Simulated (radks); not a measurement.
Spherical quantum dot in the effective-mass picture: electrons in a well V = -V0 / (1 + exp((r - R)/a)) with V0 = 4.27, R = 5.8, a = 0.65, all in effective atomic units (hartree* = m*/eps^2 hartree, bohr* = eps/m* bohr), one dielectric constant everywhere. Calculated with a radial shooting solver with Libxc functionals: non-relativistic Kohn-Sham, LDA (Slater exchange, Perdew-Wang correlation), spin-polarised, spherical densities. Levels are named by radial order and angular momentum (1s, 1p, 1d, 2s, ...), and open shells are averaged over m. Each electron was tried in the lowest free levels, single moves between levels near the top were tried too, and the lowest total energy was kept; such a search can miss a lower state. The series stops at N = 14: beyond it a trial failed or the search could not be trusted, so later rows were left out. At N = 1 the Hartree and exchange-correlation terms need not cancel, so that row can carry a self-interaction error.

| N | open shells | 2S | mu = E(N) - E(N-1) (hartree*) | addition energy mu(N+1) - mu(N) (hartree*) | e(HOMO) (hartree*) | rms radius (bohr*) |
|---|---|---|---|---|---|---|
| 1 | 1s(up 1, down 0) | 1 | -4.0263 | 0.3098 | -3.9002 | 2.644 |
| 2 | none | 0 | -3.7165 | 0.4206 | -3.5912 | 2.838 |
| 3 | 1p(up 1, down 0) | 1 | -3.2959 | 0.2345 | -3.1795 | 3.084 |
| 4 | 1p(up 2, down 0) | 2 | -3.0614 | 0.2365 | -2.9431 | 3.233 |
| 5 | 1p(up 3, down 0) | 3 | -2.8249 | 0.2880 | -2.7070 | 3.342 |
| 6 | 1p(up 3, down 1) | 2 | -2.5369 | 0.2221 | -2.4263 | 3.436 |
| 7 | 1p(up 3, down 2) | 1 | -2.3148 | 0.2234 | -2.2031 | 3.514 |
| 8 | none | 0 | -2.0914 | 0.3986 | -1.9799 | 3.582 |
| 9 | 1d(up 1, down 0) | 1 | -1.6928 | 0.2120 | -1.5868 | 3.662 |
| 10 | 1d(up 2, down 0) | 2 | -1.4808 | 0.2115 | -1.3750 | 3.730 |
| 11 | 1d(up 3, down 0) | 3 | -1.2694 | 0.2106 | -1.1639 | 3.790 |
| 12 | 1d(up 4, down 0) | 4 | -1.0588 | 0.2095 | -0.95384 | 3.845 |
| 13 | 1d(up 5, down 0) | 5 | -0.84928 | 0.2561 | -0.74493 | 3.894 |
| 14 | 1d(up 5, down 1) | 4 | -0.59315 | - | -0.49194 | 3.942 |

All shells are closed at N = 2, 8 (there: 1s2 1p6); the second difference of the energy has clear peaks (12 % above both neighbours; the first and last values, which can be the largest, are not judged, and half-filled shells can peak too) at N = 2, 5, 8.
